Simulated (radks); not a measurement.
Results of a calculation; reference values are marked as such.
Problem. Species: Te1.25+. Configuration: [Kr] 4d10 5p(up 2, down 2) 5s(up 0.5, down 0.25) (fractional occupations, a model configuration). Code: a radial shooting solver on a logarithmic mesh with Libxc functionals. Model: scalar-relativistic Kohn-Sham, SCAN, spin-polarised, spherical densities, finite nucleus; meta-GGA in the generalised Kohn-Sham scheme; Fermi nuclear charge, rms radius 4.7423 fm. Some entries of the table are withheld. Estimate them.

orbital,occ.,eigenvalue (hartree),<r> (bohr),<r^2> (bohr^2)
1s up,1,-1164.865,0.02781,0.001048
1s down,1,-1164.864,0.02781,0.001048
2s up,1,-179.6932,0.1198,0.01692
2s down,1,-179.6928,0.1198,0.01692
2p up,3,-161.2212,0.1048,0.01340
2p down,3,-161.2207,0.1048,0.01340
3s up,1,-36.42266,0.3214,0.1181
3s down,1,-36.42226,0.3214,0.1181
3p up,3,-30.36673,0.3198,0.1186
3p down,3,-30.36619,0.3198,0.1186
3d up,5,-21.24406,0.2968,0.1043
3d down,5,-21.24346,0.2968,0.1043
4s up,1,-6.69628,0.7654,0.6614
4s down,1,-6.69507,0.7654,0.6614
4p up,3,-4.80985,0.8210,0.7680
4p down,3,-4.80865,0.8208,0.7675
4d up,5,-2.05394,0.9680,1.100
4d down,5,-2.05139,0.9668,1.097
5s up,0.5,-1.00455,2.012,(1)
5s down,0.25,-0.98664,2.010,(2)
5p up,2,-0.61991,2.396,6.508
5p down,2,-0.60740,2.416,6.622

Solution. 
(1) 5s up <r^2> (bohr^2): 4.562
(2) 5s down <r^2> (bohr^2): 4.557
